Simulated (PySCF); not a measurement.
A PySCF script (with the pyscf-properties extension) for the NMR shieldings of `COB(/C=C/N(C)C)OC`, C$_{6}$H$_{14}$BNO$_{2}$, on a GFN2-xTB geometry:

```python
import basis_set_exchange as bse
import numpy as np
from pyscf import gto, dft
from pyscf.prop import nmr

atoms = """
C    -2.370134    2.261328   -0.663355
O    -2.563785    0.913191   -0.338339
B    -1.532847    0.035328   -0.096452
C    -0.026629    0.389058   -0.148551
C     0.922571   -0.525167    0.120193
N     2.272244   -0.351237    0.192942
C     3.144395   -1.496169    0.165107
C     2.880013    0.896770   -0.190570
O    -1.884053   -1.251225    0.203991
C    -3.234632   -1.636829    0.278086
H    -1.879001    2.798783    0.154310
H    -3.354438    2.700956   -0.837028
H    -1.763925    2.369703   -1.568198
H     0.273254    1.396716   -0.403543
H     0.598506   -1.528984    0.357689
H     2.610662   -2.374515    0.521176
H     4.004467   -1.321892    0.816753
H     3.517233   -1.701172   -0.846653
H     2.929105    1.017749   -1.280126
H     3.893223    0.936780    0.209680
H     2.310196    1.724587    0.227311
H    -3.261800   -2.725860    0.345747
H    -3.786553   -1.305197   -0.604786
H    -3.709808   -1.202938    1.162628
"""
names = dict.fromkeys(["C", "O", "B", "N", "H"], "pcSseg-1")
basis = {el: gto.basis.parse(bse.get_basis(n, elements=[el], fmt="nwchem")) for el, n in names.items()}
mol = gto.M(atom=atoms, basis=basis, charge=0, verbose=0)
mf = dft.RKS(mol, xc="PBE0")
mf.grids.level = 2
mf.grids.alignment = dft.numint.BLKSIZE   # the property module wants whole blocks of grid points
mf.conv_tol = 1e-9
mf.kernel()

calc = nmr.RKS(mf)   # GIAO
C = mf.mo_coeff
Co = C[:, mf.mo_occ > 0]
resp = mf.gen_response(singlet=True, hermi=2)
def vind(x):   # induced exchange potential for any number of trial vectors
    d = np.einsum("pi,xij,qj->xpq", C, 2 * x.reshape(-1, C.shape[1], Co.shape[1]), Co, optimize=True)
    return np.einsum("xpq,pi,qj->xij", resp(d - d.transpose(0, 2, 1)), C, Co, optimize=True).ravel()
mo1, _ = nmr.rhf.solve_mo1(calc, with_cphf=vind)
sigma = calc.kernel(mo1)
for i, s in enumerate(sigma):   # ppm
    w = np.linalg.eigvalsh((s + s.T) / 2)
    print("%2d %-2s iso %8.1f  s11 %8.1f  s22 %8.1f  s33 %8.1f" % (i, mol.atom_pure_symbol(i), w.mean(), *w))
```

**Question.** Give the expected output.

**Answer.** 
```
 0 C  iso    132.4  s11    107.4  s22    107.9  s33    181.9
 1 O  iso    245.2  s11    102.9  s22    286.6  s33    346.2
 2 B  iso     73.8  s11     59.2  s22     74.7  s33     87.6
 3 C  iso    103.7  s11     28.5  s22     99.4  s33    183.2
 4 C  iso     27.3  s11    -80.8  s22     44.5  s33    118.1
 5 N  iso    175.6  s11    105.9  s22    191.8  s33    229.2
 6 C  iso    141.1  s11    110.2  s22    126.9  s33    186.1
 7 C  iso    150.9  s11    127.3  s22    141.3  s33    184.0
 8 O  iso    257.0  s11    138.4  s22    289.4  s33    343.0
 9 C  iso    134.0  s11    107.8  s22    113.0  s33    181.1
10 H  iso     27.8  s11     24.2  s22     25.9  s33     33.4
11 H  iso     27.8  s11     23.4  s22     26.1  s33     33.7
12 H  iso     27.8  s11     24.1  s22     26.2  s33     33.2
13 H  iso     27.9  s11     24.3  s22     25.8  s33     33.5
14 H  iso     24.7  s11     20.4  s22     23.0  s33     30.8
15 H  iso     28.7  s11     24.6  s22     27.6  s33     33.9
16 H  iso     28.9  s11     24.7  s22     26.5  s33     35.3
17 H  iso     28.8  s11     25.0  s22     26.0  s33     35.3
18 H  iso     29.3  s11     25.8  s22     26.5  s33     35.6
19 H  iso     29.3  s11     24.8  s22     27.8  s33     35.2
20 H  iso     28.6  s11     23.9  s22     28.0  s33     33.8
21 H  iso     28.1  s11     23.6  s22     26.5  s33     34.2
22 H  iso     27.7  s11     23.5  s22     26.3  s33     33.3
23 H  iso     28.0  s11     24.2  s22     25.6  s33     34.4
```

These numbers come from an equivalent density-fitted implementation of the same equations, which agrees with the script to about 0.01 ppm for H and up to a few tenths of a ppm for heavy atoms, so last digits may differ.

Size and cost of the density-fitted run: 240 basis functions, 110 s wall time on 1 thread of an Arm Neoverse N1, shared host; peak memory 1.1 GiB.
